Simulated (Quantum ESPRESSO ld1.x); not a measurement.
Ta57+, configuration [Ne] 3s2 3p4. Method: scalar-relativistic Kohn-Sham, LDA (Slater exchange, Perdew-Zunger correlation), spin-polarised, spherical densities, point nucleus; open shells are filled with parallel spins first; computed with ld1.x of Quantum ESPRESSO 7.5.

Normalised radial functions P(r) = r R(r), r in bohr:

| r | 4s down |
|---|---|
| 0.00139 | 0.2616 |
| 0.001567 | 0.2852 |
| 0.001753 | 0.3086 |
| 0.001976 | 0.3351 |
| 0.002228 | 0.3629 |
| 0.002493 | 0.3898 |
| 0.00281 | 0.4195 |
| 0.003143 | 0.4477 |
| 0.003544 | 0.4779 |
| 0.003996 | 0.5075 |
| 0.00447 | 0.5339 |
| 0.005039 | 0.5598 |
| 0.005682 | 0.5822 |
| 0.006355 | 0.5986 |
| 0.007166 | 0.6096 |
| 0.008079 | 0.6122 |
| 0.009037 | 0.6049 |
| 0.01019 | 0.5845 |
| 0.01149 | 0.5487 |
| 0.01285 | 0.4993 |
| 0.01449 | 0.4272 |
| 0.01633 | 0.3337 |
| 0.01827 | 0.2263 |
| 0.0206 | 0.0902 |
| 0.02323 | -0.0654 |
| 0.02598 | -0.2244 |
| 0.02929 | -0.4023 |
| 0.03276 | -0.5665 |
| 0.03694 | -0.7274 |
| 0.04165 | -0.8564 |
| 0.04659 | -0.9311 |
| 0.05253 | -0.9439 |
| 0.05922 | -0.8703 |
| 0.06624 | -0.7134 |
| 0.07469 | -0.4493 |
| 0.08421 | -0.0983 |
| 0.09419 | 0.2807 |
| 0.1062 | 0.6951 |
| 0.1197 | 1.0540 |
| 0.1339 | 1.2736 |
| 0.151 | 1.3204 |
| 0.1703 | 1.1273 |
| 0.1904 | 0.7259 |
| 0.2147 | 0.1037 |
| 0.2421 | -0.6184 |
| 0.2708 | -1.2618 |
| 0.3053 | -1.7862 |
| 0.3415 | -2.0329 |
| 0.385 | -2.0063 |
| 0.4341 | -1.7260 |
| 0.4856 | -1.3312 |
| 0.5475 | -0.8846 |
| 0.6173 | -0.5099 |
| 0.6904 | -0.2655 |
| 0.7784 | -0.1123 |
| 0.8777 | -0.0395 |
| 0.9817 | -0.0124 |
| 1.107 | -0.0029 |

4s down (empty): eigenvalue -3291.5 eV, 3 radial nodes at r = 0.0221, 0.0868, 0.219 bohr, <r> = 0.355 bohr, 90 % of the charge inside 0.500 bohr.
